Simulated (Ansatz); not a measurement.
Program: Ansatz. Geometries: PBE0-D4/def2-TZVP. ΔE: electronic, gas phase. CCSD(T)/CBS is the MP2 limit (def2-TZVPP, def2-QZVPP) plus CCSD(T) − MP2 in def2-TZVPP, frozen cores. DFT in def2-TZVPP. B3LYP here is the variant with VWN-RPA as its local correlation; programs differ in this. For Ge outer-core shells are correlated without core-valence functions, which leaves a few kJ/mol of doubt a bond. Scalar relativity is left out up to krypton. One conformer a species, not always the lowest.

Consider the redistribution: `B[CH2][GeH2][F]` + `CBSCF` → `BSBC` + `FC[CH2][GeH2][F]`.

| level | ΔE (kcal/mol) | difference from CCSD(T)/CBS |
| --- | --- | --- |
| PBE-D4 | -13.4 | 1.9 |
| r2SCAN-D4 | -14.0 | 1.3 |
| PBE0-D4 | -14.4 | 0.9 |
| B3LYP-D4 | -14.2 | 1.1 |
| ωB97X-V | -14.9 | 0.4 |
| ωB97M-V | -14.3 | 1.0 |
| B2PLYP | -14.9 | 0.4 |
| PBE | -13.5 | 1.8 |
| r2SCAN | -14.0 | 1.3 |
| PBE0 | -14.4 | 0.9 |
| B3LYP | -14.3 | 1.0 |
| HF/def2-TZVPP | -16.5 | -1.2 |
| MP2/def2-TZVPP | -15.7 | -0.4 |
| SCS-MP2/def2-TZVPP | -15.7 | -0.4 |
| CCSD/def2-TZVPP | -15.7 | -0.4 |
| CCSD(T)/def2-TZVPP | -15.5 | -0.2 |
| HF/def2-QZVPP | -16.4 | -1.1 |
| MP2/def2-QZVPP | -15.6 | -0.3 |
| SCS-MP2/def2-QZVPP | -15.6 | -0.3 |
| HF/CBS(def2) | -16.4 | -1.1 |
| MP2/CBS(def2) | -15.5 | -0.2 |
| CCSD/CBS(def2) | -15.5 | -0.2 |
| CCSD(T)/CBS | -15.3 | 0 |

Largest T1 diagnostic among the species: 0.013.

From PBE to PBE0 (25 % exact exchange), in def2-TZVPP and without D4, ΔE moves by −1.0 kcal/mol. In def2-TZVPP, CCSD(T) changes the Hartree–Fock value by +1.0 kcal/mol (the triples alone add +0.3 kcal/mol) and MP2 by +0.8 kcal/mol.
